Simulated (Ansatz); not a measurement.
The cluster Ti₃Si₅⁺. The state is a doublet with charge 1. Geometry PBE-D4/def2-SVP, that of the neutral singlet; atoms count from 1.

Cartesian coordinates in Å:
```
Ti -1.606 -0.539 -0.812
Ti -0.835 -2.624 -0.917
Ti 0.332 -1.223 0.864
Si 0.283 2.835 0.612
Si -1.037 0.854 1.207
Si 0.553 0.925 -0.750
Si 1.434 0.886 1.576
Si 0.876 -1.114 -1.780
```

The charge 1 doublet is spin-contaminated (final ⟨S²⟩ up to 1.55, 0.75 for a pure state). The structure comes from a short search, and lower isomers may exist.

Q: Estimate the Mulliken populations from the PBE0/def2-TZVP orbitals of Ansatz.

A: 
```
atom  charge (e)  spin (α − β)  d electrons
 Ti1        0.41          1.11         2.73
 Ti2        0.28         -0.02         2.76
 Ti3        0.30         -0.02         2.67
 Si4        0.07         -0.05            –
 Si5       -0.07          0.00            –
 Si6        0.08         -0.09            –
 Si7        0.03         -0.03            –
 Si8       -0.10          0.10            –
```
Mulliken values and Mayer orders depend strongly on the basis.

Q: Where does the spin sit?

A: Summed by element: Ti 1.07, Si -0.07, of 1 unpaired in all. Largest on single atoms: Ti1 1.11, Si8 0.10, Si6 -0.09.

Q: And the Mayer bond orders between bonded heavy atoms (over 0.3)?

A: Ti1–Ti2 1.78 (2.23 Å); Ti1–Ti3 0.73 (2.65 Å); Ti1–Si5 0.77 (2.52 Å); Ti1–Si6 0.52 (2.61 Å); Ti1–Si8 0.54 (2.73 Å); Ti2–Ti3 1.09 (2.55 Å); Ti2–Si8 1.02 (2.44 Å); Ti3–Si5 0.86 (2.51 Å); Ti3–Si6 0.53 (2.70 Å); Ti3–Si7 0.93 (2.48 Å); Ti3–Si8 0.58 (2.70 Å); Si4–Si5 0.71 (2.45 Å); Si4–Si6 0.84 (2.36 Å); Si4–Si7 0.75 (2.46 Å); Si5–Si6 0.44 (2.52 Å); Si5–Si7 0.56 (2.50 Å); Si6–Si7 0.55 (2.49 Å); Si6–Si8 0.93 (2.31 Å).
